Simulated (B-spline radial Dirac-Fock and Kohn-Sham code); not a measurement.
# K-line shifts caused by a second vacancy in S²⁻

System: S²⁻, configuration [Ne] 3s2 3p6, inside a Watson sphere of charge +2 and radius 2.208 Å (a model of the Madelung potential; inside it an electron's potential energy is lowered by 13.0 eV).

Model: multi-electron Dirac-Fock with separately optimised hole states, Breit and Lamb-shift corrections added in first order. Program: a radial finite-basis atomic code. Each two-hole energy is an average over J within one jj subconfiguration, not an observable level; in light atoms, where LS coupling holds, the j-resolved values are not observed lines, and for a K spectator the Kα1 hypersatellite is nearly forbidden. Electron correlation is not included.

Lines without a spectator: Kα2 (K-L2) 2306.7 eV, Kα1 (K-L3) 2307.9 eV, Kβ3 (K-M2) 2466.0 eV, Kβ1 (K-M3) 2466.1 eV. Shifts in eV with one spectator hole (a dash: not computed, or left out as unreliable):

| spectator hole | Kα2 | Kα1 | Kβ3 | Kβ1 |
| --- | --- | --- | --- | --- |
| K (1s) | +160.5 | +160.9 | +196.4 | +196.5 |
| L2 (2p1/2) | +10.68 | +13.51 | – | +35.9 |
| L3 (2p3/2) | +13.13 | +12.31 | +35.5 | – |
| M2 (3p1/2) | – | -0.06 | +0.78 | +1.39 |
| M3 (3p3/2) | -0.07 | – | +1.34 | +1.16 |

With n spectator holes in 2p, averaged over the 2p shell (energies in eV):

```
n    KαLⁿ   step  hypersatellite KαʰLⁿ
0  2307.5      –                2468.2
1  2320.3  +12.7                2482.3
2  2334.2  +14.0                2497.6
3  2349.5  +15.3                2514.2
4  2366.2  +16.6                2532.2
5  2384.1  +17.9                2551.4
```
